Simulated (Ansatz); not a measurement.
A CCSD(T) single point on `N[CH](O)[GeH2][F]`.

```yaml
crystal:
  periodic: [false, false, false]
  atoms:
    - {symbol: N, position_ang: [-0.427934, 1.021222, 1.048140]}
    - {symbol: C, position_ang: [-0.225663, -0.306674, 0.532003]}
    - {symbol: O, position_ang: [0.785951, -0.964726, 1.254250]}
    - {symbol: Ge, position_ang: [0.357915, -0.390327, -1.358169]}
    - {symbol: F, position_ang: [-0.900552, 0.486745, -2.207601]}
    - {symbol: H, position_ang: [-1.316970, 1.405471, 0.756759]}
    - {symbol: H, position_ang: [0.307359, 1.662676, 0.775680]}
    - {symbol: H, position_ang: [-1.187343, -0.831041, 0.619537]}
    - {symbol: H, position_ang: [0.623328, -0.779605, 2.187728]}
    - {symbol: H, position_ang: [1.647128, 0.420665, -1.579306]}
    - {symbol: H, position_ang: [0.402181, -1.781607, -2.008223]}
basis:
  gaussian: {orbitals: def2-TZVPP}
correlation: {method: ccsd_t}
```

```sh
$ ansatz run in.yaml --threads 4 --pin off --events-out ev --progress --plain --max-ram 10444MiB
```

Output of Ansatz, abridged:

```
Functional definition: HF
1581 factors; integrals over basis functions are off by at most 1.1e-3 eV
mean field evaluation 1: about -63822.8097 eV, gradient 4.8e1 eV
mean field evaluation 2: about -63823.0332 eV, gradient 4.8e1 eV
mean field evaluation 4: about -63827.4609 eV, gradient 4.0e0 eV
mean field evaluation 8: about -63827.5211 eV, gradient 3.2e-1 eV
mean field -63827.52137974 eV, -2345.6181468574 hartree, gradient 2.5e-6 eV, S^2 0.000000; 0 other end points of the search recorded, 0 dependent functions left out
13 core orbitals not correlated: weight in the atoms' cores, before any rotation towards them, 1.000 or more for the frozen orbitals, at most 0.000 for the correlated occupied ones
reference -63827.52137974 eV, -2345.6181468574 hartree; 21, 21 occupied and 222, 222 virtual orbitals, 1581 factors
second order -30.88883856 eV of doubles, -0.00000000 eV of singles
cycle   1  -30.60938772 eV  change    2.8e-1 eV  update   1.2e-1
cycle   2  -31.36065158 eV  change   -7.5e-1 eV  update   3.4e-2
cycle   3  -31.51669290 eV  change   -1.6e-1 eV  update   1.7e-2
cycle   4  -31.49922005 eV  change    1.7e-2 eV  update   4.1e-3
cycle   5  -31.49676821 eV  change    2.5e-3 eV  update   1.9e-3
cycle   6  -31.49814035 eV  change   -1.4e-3 eV  update   6.6e-4
cycle   7  -31.49778528 eV  change    3.6e-4 eV  update   2.6e-4
cycle   8  -31.49764771 eV  change    1.4e-4 eV  update   9.1e-5
cycle   9  -31.49768060 eV  change   -3.3e-5 eV  update   3.6e-5
perturbative correction -1.12246012 eV, -0.0412496484 hartree
Total energy: -63860.14152045 eV, -2346.8169149180 hartree
```

Hardware: 4 threads of an Arm Neoverse V1 on a shared host. Wall time 6.1 min, peak host memory 6.3 GiB.

The correlation energy is -32.620 eV, 3.4 % of it from (T); the T1 diagnostic reads 0.0117.
